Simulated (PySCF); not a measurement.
A run for PySCF: D3(BJ) and D4 dispersion corrections on CH7NS (a complex).

```python
from pyscf import gto
from pyscf.dispersion import dftd3, dftd4

mol = gto.M(
    atom='''
    N    -0.17450556    0.03282820    0.74719307
    H    -0.14679783    0.95387266    0.32494152
    H     0.65866395   -0.46350876    0.45284551
    H    -0.97520889   -0.45671542    0.36445364
    C     0.62421281   -0.96655885    4.68572055
    S    -0.50744862    0.40297891    4.27745741
    H     1.62774649   -0.77480736    4.30979810
    H     0.66453837   -1.02989886    5.77185367
    H     0.25561601   -1.91311430    4.29422312
    H    -0.40372008    0.29368044    2.93320144
    ''',
    basis='def2-svp',
    charge=0, spin=0, verbose=0, max_memory=1800)
d3, d4 = {}, {}
for xc in ['hf', 'pbe', 'blyp', 'revpbe', 'tpss', 'r2scan', 'b3lyp', 'pbe0', 'bhlyp', 'camb3lyp', 'b2plyp']:
    d3[xc] = float(dftd3.DFTD3Dispersion(mol, xc=xc, version='d3bj', atm=False).get_dispersion()['energy'])
    print(f'D3(BJ) {xc:10s} {d3[xc]:14.8f} Eh')
for xc in ['hf', 'pbe', 'blyp', 'revpbe', 'tpss', 'r2scan', 'b3lyp', 'pbe0', 'bhlyp', 'camb3lyp', 'b2plyp']:
    d4[xc] = float(dftd4.DFTD4Dispersion(mol, xc={'camb3lyp': 'cam-b3lyp'}.get(xc, xc), atm=True).get_dispersion()['energy'])
    print(f'D4     {xc:10s} {d4[xc]:14.8f} Eh')
```

Output:

```
D3(BJ) hf            -0.04122673 Eh
D3(BJ) pbe           -0.00500504 Eh
D3(BJ) blyp          -0.01027120 Eh
D3(BJ) revpbe        -0.01282152 Eh
D3(BJ) tpss          -0.00620769 Eh
D3(BJ) r2scan        -0.00148133 Eh
D3(BJ) b3lyp         -0.00836472 Eh
D3(BJ) pbe0          -0.00427807 Eh
D3(BJ) bhlyp         -0.00638414 Eh
D3(BJ) camb3lyp      -0.00379483 Eh
D3(BJ) b2plyp        -0.00379924 Eh
D4     hf            -0.01518755 Eh
D4     pbe           -0.00419179 Eh
D4     blyp          -0.00915801 Eh
D4     revpbe        -0.01383046 Eh
D4     tpss          -0.00564458 Eh
D4     r2scan        -0.00115085 Eh
D4     b3lyp         -0.00661812 Eh
D4     pbe0          -0.00356881 Eh
D4     bhlyp         -0.00473264 Eh
D4     camb3lyp      -0.00359716 Eh
D4     b2plyp        -0.00295445 Eh
```

The run finished.

Cost: about 0.04 core-seconds (a rough figure).
